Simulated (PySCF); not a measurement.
**Cost of response and excited-state runs on SMILES CC1=C(Br)CCC=CO1, C₇H₉BrO**

Atom-mapped SMILES (the numbers label the heavy atoms): `[CH3:1][C:2]1=[C:3]([Br:4])[CH2:5][CH2:6][CH:7]=[CH:8][O:9]1`; H(Xn) means a hydrogen on atom n.

PySCF with density fitting, on 1 thread of an Intel Xeon 6975P-C, shared host. Command: `OMP_NUM_THREADS=1 python excited_run.py task.json out`

Q: How long does each of these runs take, and how much memory?
- excited states, BHandHLYP/aug-pcseg-0; Tamm-Dancoff; spin-orbit couplings; 20 states; 6 triplets; quadratic response for 4 states; fitting basis def2-universal-jkfit
- excited states, BP86/def2-SVP; Tamm-Dancoff; spin-orbit couplings; 1 states; 6 triplets; quadratic response for 4 states; IEF-PCM dimethylsulfoxide; SCF tolerance 1e-08 Eh
- excited states, wB97X-D/6-311G**; Tamm-Dancoff; spin-orbit couplings; 8 states; 6 triplets; quadratic response for 4 states; grid level 1
- excited states, wB97X-D/def2-SVP; Tamm-Dancoff; spin-orbit couplings; 8 states; 6 triplets; quadratic response for 4 states

A: 
| run | level | basis functions | wall time | peak memory (GiB) |
| --- | --- | --- | --- | --- |
| excited states | BHandHLYP/aug-pcseg-0 | 157 | 33 s | 0.83 |
| excited states | BP86/def2-SVP | 189 | 24 s | 1.1 |
| excited states | wB97X-D/6-311G** | 242 | 49 s | 1.3 |
| excited states | wB97X-D/def2-SVP | 189 | 43 s | 0.9 |

Times from a shared host are rough.
